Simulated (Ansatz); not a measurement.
`C[SiH2]SSC`. The species carries charge 0 and has multiplicity 1. All single points use the PBE0-D4/def2-TZVP geometry. It is one conformer, not always the lowest.

```xyz
13

C     1.830   -0.798    1.187
Si   -0.008   -0.995    0.974
S    -1.041    0.882    1.128
S    -0.226    1.759   -0.549
C    -1.399    1.280   -1.827
H     2.064   -0.400    2.177
H     2.225   -0.113    0.434
H     2.331   -1.763    1.072
H    -0.592   -1.843    2.050
H    -0.324   -1.601   -0.347
H    -1.437    0.196   -1.935
H    -1.031    1.722   -2.756
H    -2.391    1.674   -1.608
```

**Question.** What is the dipole moment at ωB97M-V/def2-TZVPP? (Estimate.)

**Answer.** Computed: 1.53 D, with components (0.36, -0.93, -1.17) D in this frame, pointing from negative to positive charge.

**Question.** And with PBE, r2SCAN, B3LYP? (An estimate is asked.)

**Answer.** Ansatz gave: PBE 1.49 D, r2SCAN 1.59 D, B3LYP 1.52 D.

**Question.** Give the Mulliken charges with ωB97M-V, B3LYP, PBE in def2-TZVPP. (Best estimate.)

**Answer.** Ansatz gave: 
| atom | ωB97M-V | B3LYP | PBE |
| --- | --- | --- | --- |
| C1 | -0.42 | -0.37 | -0.35 |
| Si2 | 0.26 | 0.38 | 0.30 |
| S3 | -0.18 | -0.21 | -0.18 |
| S4 | -0.05 | -0.07 | -0.08 |
| C5 | -0.33 | -0.25 | -0.25 |
| H6 | 0.13 | 0.11 | 0.11 |
| H7 | 0.12 | 0.11 | 0.11 |
| H8 | 0.12 | 0.10 | 0.11 |
| H9 | -0.03 | -0.08 | -0.07 |
| H10 | -0.03 | -0.08 | -0.06 |
| H11 | 0.14 | 0.12 | 0.12 |
| H12 | 0.13 | 0.11 | 0.11 |
| H13 | 0.14 | 0.12 | 0.12 |

B3LYP here is the variant with VWN-RPA as its local correlation; programs differ in this.
